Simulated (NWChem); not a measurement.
The numbers come from NWChem runs, not from measurements. System: 1,3,5-triazine (C$_{3}$H$_{3}$N$_{3}$), charge 0, spin multiplicity 1, at a geometry optimised with B3LYP/def2-SVP. Level: G0W0@PBE/def2-SVP, RI basis def2-svp-rifit.

Part of the output:

```
             Northwest Computational Chemistry Package (NWChem) 7.3.0
             --------------------------------------------------------

                                NWChem Input Module
                                -------------------

 Scaling coordinates for geometry "geometry" by  1.889725989
 (inverse scale =  0.529177249)

 Turning off AUTOSYM since
 SYMMETRY directive was detected!

                             Geometry "geometry" -> ""
                             -------------------------

 Output coordinates in angstroms (scale by  1.889725989 to convert to a.u.)

  No.       Tag          Charge          X              Y              Z
 ---- ---------------- ---------- -------------- -------------- --------------
    1 C                    6.0000     0.00000000     0.00000000     1.29610800
    2 N                    7.0000    -1.18594400     0.00000000     0.68469600
    3 C                    6.0000    -1.12240500     0.00000000    -0.64806100
    4 N                    7.0000     0.00000000     0.00000000    -1.36937800
    5 C                    6.0000     1.12240500     0.00000000    -0.64806100
    6 N                    7.0000     1.18594400     0.00000000     0.68469600
    7 H                    1.0000     0.00000000     0.00000000     2.39359900
    8 H                    1.0000    -2.07282900     0.00000000    -1.19680100
    9 H                    1.0000     2.07282900     0.00000000    -1.19680100

 Effective nuclear repulsion energy (a.u.)     211.7922099153

            Nuclear Dipole moment (a.u.)
            ----------------------------
        X                 Y               Z
 ---------------- ---------------- ----------------
    -0.0000000000     0.0000000000     0.0000207870

      Symmetry information
      --------------------

 Group name             C2v
 Group number             16
 Group order               4
 No. of unique centers     6

      Symmetry unique atoms

     1    2    3    4    7    8


 Summary of "ao basis" -> "" (spherical)
 ------------------------------------------------------------------------------
       Tag                 Description            Shells   Functions and Types
 ---------------- ------------------------------  ------  ---------------------
 *                          def2-svp                  on all atoms

 new library libraries.bse/

 Summary of "ri basis" -> "" (spherical)
 ------------------------------------------------------------------------------
       Tag                 Description            Shells   Functions and Types
 ---------------- ------------------------------  ------  ---------------------
 *                       def2-svp-rifit               on all atoms

  pbe96 is a nonlocal functional; adding pw91lda local functional.

                                 NWChem DFT Module
                                 -----------------

 Summary of "ao basis" -> "ao basis" (spherical)
 ------------------------------------------------------------------------------
       Tag                 Description            Shells   Functions and Types
 ---------------- ------------------------------  ------  ---------------------
 C                          def2-svp                 6       14   3s2p1d
 N                          def2-svp                 6       14   3s2p1d
 H                          def2-svp                 3        5   2s1p

 Summary of "ao basis" -> "ao basis" (spherical)
 ------------------------------------------------------------------------------
       Tag                 Description            Shells   Functions and Types
 ---------------- ------------------------------  ------  ---------------------
 C                          def2-svp                 6       14   3s2p1d
 N                          def2-svp                 6       14   3s2p1d
 H                          def2-svp                 3        5   2s1p

      Symmetry analysis of basis
      --------------------------

        a1         41
        a2         11
        b1         31
        b2         16

            General Information
            -------------------
          SCF calculation type: DFT
          Wavefunction type:  closed shell.
          No. of atoms     :     9
[...]
  ----- ------------  ---------------      ----- ------------  ---------------
    19      0.338359  2 N  py                75     -0.338359  6 N  py
    33     -0.288428  3 C  py                61      0.288428  5 C  py
    22     -0.225329  2 N  py                78      0.225329  6 N  py
    36     -0.170644  3 C  py                64      0.170644  5 C  py
    10      0.027628  1 C  d -2

 Vector   20  Occ=2.000000D+00  E=-2.309592D-01  Symmetry=a1
              MO Center=  6.1D-16, -3.4D-16, -5.6D-01, r^2= 3.1D+00
   Bfn.  Coefficient  Atom+Function         Bfn.  Coefficient  Atom+Function
  ----- ------------  ---------------      ----- ------------  ---------------
    48      0.453779  4 N  pz                51     -0.325388  4 N  pz
    20      0.236110  2 N  pz                76      0.236110  6 N  pz
    23     -0.176964  2 N  pz                79     -0.176964  6 N  pz
    44      0.153329  4 N  s                 34      0.148595  3 C  pz
    62      0.148595  5 C  pz                85      0.139413  7 H  s

 Vector   21  Occ=2.000000D+00  E=-2.309507D-01  Symmetry=b1
              MO Center= -4.3D-15, -3.0D-16,  5.6D-01, r^2= 3.1D+00
   Bfn.  Coefficient  Atom+Function         Bfn.  Coefficient  Atom+Function
  ----- ------------  ---------------      ----- ------------  ---------------
    18      0.381232  2 N  px                74      0.381232  6 N  px
    21     -0.275923  2 N  px                77     -0.275923  6 N  px
     4      0.190531  1 C  px                46      0.163522  4 N  px
    16      0.132799  2 N  s                 72     -0.132799  6 N  s
    49     -0.127472  4 N  px                20     -0.125669  2 N  pz

 Vector   22  Occ=0.000000D+00  E=-9.477605D-02  Symmetry=a2
              MO Center=  6.6D-12, -6.4D-16, -1.5D-01, r^2= 2.9D+00
   Bfn.  Coefficient  Atom+Function         Bfn.  Coefficient  Atom+Function
  ----- ------------  ---------------      ----- ------------  ---------------
    33      0.389049  3 C  py                61     -0.389049  5 C  py
    36      0.381307  3 C  py                64     -0.381307  5 C  py
    22     -0.333256  2 N  py                78      0.333256  6 N  py
    19      0.316902  2 N  py                75     -0.316902  6 N  py
    10      0.035050  1 C  d -2              52     -0.028231  4 N  d -2

 Vector   23  Occ=0.000000D+00  E=-9.476946D-02  Symmetry=b2
              MO Center= -6.6D-12, -8.9D-16,  1.5D-01, r^2= 2.9D+00
   Bfn.  Coefficient  Atom+Function         Bfn.  Coefficient  Atom+Function
  ----- ------------  ---------------      ----- ------------  ---------------
     5      0.449253  1 C  py                 8      0.440316  1 C  py
    50      0.384804  4 N  py                47     -0.365903  4 N  py
    33     -0.224609  3 C  py                61     -0.224609  5 C  py
    36     -0.220159  3 C  py                64     -0.220159  5 C  py
    22     -0.192412  2 N  py                78     -0.192412  6 N  py

 Vector   24  Occ=0.000000D+00  E= 5.456706D-02  Symmetry=b2
              MO Center= -5.4D-15,  2.6D-15, -6.9D-05, r^2= 3.0D+00
   Bfn.  Coefficient  Atom+Function         Bfn.  Coefficient  Atom+Function
  ----- ------------  ---------------      ----- ------------  ---------------
    22     -0.404515  2 N  py                50     -0.404565  4 N  py
    78     -0.404515  6 N  py                 8      0.399067  1 C  py
    36      0.399117  3 C  py                64      0.399117  5 C  py
    19      0.340622  2 N  py                47      0.340649  4 N  py
    75      0.340622  6 N  py                 5      0.300826  1 C  py

 center of mass
 --------------
 x =   0.00000000 y =   0.00000000 z =   0.00000058

 moments of inertia (a.u.)
 ------------------
         279.570040608958           0.000000000000           0.000000000000
           0.000000000000         559.131232805350           0.000000000000
           0.000000000000           0.000000000000         279.561192196391

     Multipole analysis of the density
     ---------------------------------

     L   x y z        total         alpha         beta         nuclear
     -   - - -        -----         -----         ----         -------
     0   0 0 0     -0.000000    -21.000000    -21.000000     42.000000

     1   1 0 0     -0.000000     -0.000000     -0.000000     -0.000000
     1   0 1 0     -0.000000     -0.000000     -0.000000      0.000000
     1   0 0 1      0.000187      0.000083      0.000083      0.000021

     2   2 0 0    -26.017099    -90.502860    -90.502860    154.988620
     2   1 1 0     -0.000000     -0.000000     -0.000000      0.000000
     2   1 0 1      0.000000      0.000000      0.000000      0.000000
     2   0 2 0    -24.821235    -12.410618    -12.410618      0.000000
     2   0 1 1     -0.000000     -0.000000     -0.000000      0.000000
     2   0 0 2    -26.016138    -90.505248    -90.505248    154.994359

 Task  times  cpu:        5.4s     wall:        5.4s

                                NWChem Input Module
                                -------------------

                                 NWChem GW Module
                                 ----------------

                             ***********************
                             ***        GW       ***
                             ***********************

 Summary of "ri basis" -> "ri basis" (spherical)
 ------------------------------------------------------------------------------
       Tag                 Description            Shells   Functions and Types
 ---------------- ------------------------------  ------  ---------------------
 C                       def2-svp-rifit             16       48   6s5p4d1f
 N                       def2-svp-rifit             16       48   6s5p4d1f
 H                       def2-svp-rifit              6       14   3s2p1d

                 Memory Information
                 ------------------
          Available GA per process is          1699.9 MBs
          Available stack per process is        700.0 MBs
          Available heap per process is           0.0 MBs

          Peak memory in Initialization
              Peak GA per process is                  6.6 MBs
              Peak stack per process is               0.1 MBs
              Peak heap per process is                6.9 MBs
              Memory not in MA per process            0.0 MBs

          Peak memory in AFF Calculation
              Peak GA per process is                 30.2 MBs
              Peak stack per process is              20.5 MBs
              Peak heap per process is                0.0 MBs
              Memory not in MA per process           20.5 MBs

          Computing 2-center integrals
          Computing Inverse Cholesky factor
          Computing 3-center integrals
          Computing V_xc ...

          Computing Sigma_x
          Computing RPA polarizability
          Solving quasiparticle equations

                  Alpha Orbitals
          State     Energy (eV)     Error (eV)
          -----------------------------------
@GW        18        -11.078           0.003
@GW        19        -11.078           0.003
@GW        20         -9.258           0.002
@GW        21         -9.257           0.002
@GW        22          0.882           0.002
@GW        23          0.882           0.002

   Applying  -2.9728 eV scissor-shift to rest of particle states

   Applying   3.4606 eV scissor-shift to rest of hole states

     GW Timing Statistics
   ------------------------
   Init.   :          0.0s
     ERIs  :          1.1s
     Distr.:          0.0s
     Vxc   :          0.2s
   Sigma_x :          0.0s
   RPA     :          1.3s
   Wmn     :          0.0s
   Sigma_c :          0.0s
   GW total:          2.8s

 Task  times  cpu:        2.8s     wall:        2.8s

 Total times  cpu:        8.2s     wall:        8.2s
```

Problem. Write an NWChem input that would produce this output.

Solution. One answer among several that fit: 
```
start mol
memory heap 200 mb stack 700 mb global 1700 mb
geometry units angstroms nocenter noautoz
  C      0.000000     0.000000     1.296108
  N     -1.185944     0.000000     0.684696
  C     -1.122405     0.000000    -0.648061
  N      0.000000     0.000000    -1.369378
  C      1.122405     0.000000    -0.648061
  N      1.185944     0.000000     0.684696
  H      0.000000     0.000000     2.393599
  H     -2.072829     0.000000    -1.196801
  H      2.072829     0.000000    -1.196801
  symmetry group C2v
end
basis spherical
  * library def2-svp
end
basis "ri basis" bse spherical
  * library def2-svp-rifit
end
dft
  xc xpbe96 cpbe96
  iterations 100
  direct
  tolerances tight
end
task dft energy
gw
  states alpha occ 4 vir 2
end
task dft gw
```
